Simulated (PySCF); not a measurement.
# Reading the logs of faulty runs: B2CGeH6

All numbers below are calculated, not measured. They come from PySCF 2.14.0, an open-source quantum chemistry program, on an isolated molecule that a program drew, which may never have been made. The molecule is B2CGeH6 (charge 0, singlet), drawn as the SMILES string `B[C](B)=[GeH2]`.

Each row is a Hartree-Fock (HF) and frozen-core CCSD(T) single point in the cc-pVDZ basis, meant for a local HF minimum. Run 1 is clean. Each other run has one planted mistake out of seven kinds, and not every kind appears here: one electron removed, one electron added, multiplicity raised by two, geometry at a saddle point, minimal basis STO-3G, one bond length entered in bohr, all coordinates scaled. The reference is restricted for singlets and unrestricted otherwise, and also for a bond in bohr. Adding or removing an electron swaps singlet and doublet. Electrons count all cores. HOMO and LUMO are orbital energies over both spins, the gradient is its largest component, and the lowest frequency (negative if imaginary) is given only where the gradient is small. Bond lengths are over the 9 bonds as drawn. T1 is the CCSD diagnostic: over 0.02 (restricted) or 0.045 (unrestricted) a single reference is doubtful. Germanium has the cc-pVDZ-PP basis, with a core potential (ECP10MDF) in place of its 10 inner electrons, and its 3s, 3p and 3d shells are frozen in CCSD(T).

Geometry of the clean run:
```xyz
10
B2CGeH6, angstrom
B    -0.1706    1.6616    1.3174
C    -0.4235    0.3054    0.6393
B    -1.4869   -0.7230    1.0576
Ge    0.6169   -0.1156   -0.7693
H     0.6894    2.4133    0.9232
H    -0.8287    2.0073    2.2634
H    -1.6194   -1.7690    0.4674
H    -2.2168   -0.5071    1.9893
H     1.7212    0.7794   -1.3250
H     0.5101   -1.4143   -1.5638
```

```
run,electrons,basis functions,<S^2>,HOMO (eV),LUMO (eV),gradient (hartree/bohr),lowest frequency (cm^-1),mean bond (Å),longest bond (Å),T1,HF (hartree),CCSD(T) (hartree),mistake
1,54,95,0.000,-9.54,0.44,3.5e-05,230,1.4168,1.801,0.0118,-384.04142,-384.50285,no fault
2,55,95,0.767,-0.90,6.88,4.8e-02,-,1.4168,1.801,0.0141,-384.05046,-384.53130,one electron added
3,54,95,0.000,-8.81,0.17,3.9e-02,-,1.5513,1.972,0.0158,-383.97443,-384.45453,all coordinates scaled
4,54,95,0.582,-8.74,0.25,2.5e-02,-,1.5362,2.283,0.0605,-383.92323,-384.38786,?
5,53,95,0.755,-16.88,-7.17,5.6e-02,-,1.4168,1.801,0.0106,-383.74423,-384.15207,?
```

**Which mistake was planted in run 4, and what did it cost?**

The mean bond changes by a factor of 1.084 and the longest by 1.268, so the molecule wasn't scaled as a whole. A length L in bohr read as angstrom grows by (1/0.5292 - 1) L = 0.890 L. The 9 bonds together grew by 9 x 0.1194 = 1.075 Å, which gives L = 1.208 Å. That is the length of one of the B-H bonds, 1.208 Å in the clean geometry. So the mistake is: one bond length entered in bohr. Subtracting run 1 and multiplying by 627.51 kcal/mol a hartree, the energy moved by 74.2 kcal/mol in HF and 72.2 kcal/mol in CCSD(T).

**Which mistake was planted in run 5, and what did it cost?**

It counts 53 electrons, one fewer than the clean run, at the same geometry and basis. So the mistake is: one electron removed. Subtracting run 1 and multiplying by 627.51 kcal/mol a hartree, the energy moved by 186.5 kcal/mol in HF and 220.1 kcal/mol in CCSD(T).

Cautions from the logs. Run 4: T1 is over the limit, so its CCSD(T) energy is less reliable.
